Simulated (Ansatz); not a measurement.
`[OH][GaH][F]` + HCl → `[OH][GaH][Cl]` + H–F at 298.15 K and 1 bar (ligand exchange at a Ga–F bond).

Calculated with Ansatz (gas phase, PBE0-D4/def2-TZVP geometries, no zero-point term in ΔE). CBS: MP2 limit from def2 TZ/QZ plus the TZ coupled-cluster correction, frozen cores. This one scheme is used for every species. For Ga outer-core shells are correlated without core-valence functions, which leaves a few kJ/mol of doubt a bond. Scalar relativity is left out up to krypton. One conformer a species, not always the lowest.

```
        species  CCSD(T)/CBS energy (Eh)  H − E (kJ/mol)  S (J/(mol·K))
 `[OH][GaH][F]`              -2100.17635            72.9          288.6
            HCl               -460.38127            26.6          186.8
`[OH][GaH][Cl]`              -2460.17745            72.0          299.6
            H–F               -100.39570            33.5          173.6
```

H − E and S are ideal-gas, rigid-rotor, harmonic terms from PBE0-D4/def2-TZVP, for one conformer and one mirror image of each species. 1 Eh = 2625.50 kJ/mol, R = 8.31446 J/(mol·K).

**Question.** By hand: ΔE, ΔH, ΔS and ΔG.

**Answer.** ΔE = (-2460.17745) + (-100.39570) − (-2100.17635) − (-460.38127) = -0.01553 Eh = -40.8 kJ/mol. Δ(H − E) = 72.0 + 33.5 − 72.9 − 26.6 = 6.0, so ΔH = -34.8 kJ/mol. ΔS = 299.6 + 173.6 − 288.6 − 186.8 = -2.2 J/(mol·K). ΔG = -34.8 − 298.15 × (-2.2)/1000 = -34.1 kJ/mol.

**Question.** By hand: the equilibrium constant, and the temperature at which ΔG would vanish if ΔH and ΔS stayed fixed.

**Answer.** log₁₀ K = −ΔG/(RT ln 10) = 6.0. ΔG = 0 at ΔH/ΔS = 15818 K, far beyond where these terms or the molecules hold.

The number of gas molecules stays the same, so ΔS is small and ΔH decides. A doubt of 5 kJ/mol in ΔE shifts log₁₀ K by 0.9 here. Other conformers and mirror images would add mixing entropy, several J/(mol·K) or more a flexible species. These are equilibria of isolated gas molecules and say nothing of rates. Largest T1 diagnostic: 0.015 (customary marks: 0.02 for closed shells, 0.045 for open ones).
